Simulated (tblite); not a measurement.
Start geometry of `C=C[SiH2][Si@](C)([SiH3])[SiH2]Cl` from a force field or distance geometry (Å):
```
atom  x, y, z in Å
C1     3.1191   -1.3376    0.1792
C2     2.4748   -0.6105   -0.7552
Si3    1.4923    0.8183   -0.1769
Si4   -0.6725    0.3894    0.0692
C5    -1.6207    1.9758   -0.2010
Si6   -1.1829   -0.3216    2.1304
Si7   -1.4686   -1.0743   -1.4218
Cl8   -3.4433   -1.5037   -0.8479
H9     2.9728   -0.9905    1.2186
H10    3.7181   -2.2001   -0.0415
H11    2.5503   -0.8725   -1.7979
H12    1.5770    1.9246   -1.1580
H13    1.9958    1.3242    1.1088
H14   -1.0527    2.7596    0.3066
H15   -1.6058    2.1156   -1.3245
H16   -2.6608    1.8706    0.1724
H17   -0.8211    0.7130    3.1137
H18   -0.5512   -1.5834    2.4985
H19   -2.6380   -0.5005    2.2030
H20   -1.4570   -0.5329   -2.7702
H21   -0.7344   -2.3462   -1.3942
```

Q: What comes out of this run: tblite 0.8.0, GFN2-xTB geometry optimisation, gas phase?

A: 
```
atom  x, y, z in Å
C1     3.1178   -1.3981    0.1922
C2     2.4616   -0.6395   -0.6707
Si3    1.5466    0.9420   -0.2255
Si4   -0.7198    0.4148    0.0978
C5    -1.7073    2.0357   -0.2069
Si6   -1.2172   -0.2884    2.2816
Si7   -1.4572   -1.1135   -1.5214
Cl8   -3.3758   -1.6637   -1.1103
H9     3.1976   -1.1244    1.2323
H10    3.6121   -2.3163   -0.0887
H11    2.4156   -0.9618   -1.7046
H12    1.8197    1.9031   -1.3057
H13    2.1682    1.5039    0.9815
H14   -1.4514    2.7998    0.5221
H15   -1.5074    2.4476   -1.1925
H16   -2.7783    1.8644   -0.1369
H17   -0.7941    0.6940    3.2862
H18   -0.5117   -1.5354    2.5928
H19   -2.6406   -0.5321    2.5252
H20   -1.4926   -0.6514   -2.9115
H21   -0.6948   -2.3637   -1.5256
```

The energy falls by 17.0 kcal/mol over 79 L-BFGS steps, the largest force on an atom goes from 2.00 to 0.009 eV/Å, and the atoms move by 0.232 Å rms after alignment. The bond that changes most is Si3–Si4 (SiH2 silicon to four-coordinate silicon), which lengthens by 0.129 Å. Bonds longer at the end by more than 0.005 Å: 9 of 20; shorter: 8. Among the angles that change most is Si4–Si3–H12, from 105.9° to 115.3°. Among the dihedrals that turn most is Si3–Si4–C5–H14, from -42° to -64°. Rotational constants go from 1099, 506.4, 460.4 to 961.4, 491.2, 436.7 MHz. The orientation of the end geometry is arbitrary; only internal coordinates are fixed.

On one thread, Intel Xeon 6975P-C (x86_64), shared host, this took 1.1 s wall.

Its lowest GFN2-xTB frequency is 10 cm⁻¹, too small to tell a flat minimum from a shallow saddle. The numbers are those of one conformer. 3 starts were optimised and ended at 0.00, 0.35 and 0.42 kcal/mol (GFN2-xTB); the lowest of these is shown.

The numbers are calculated, not measured.
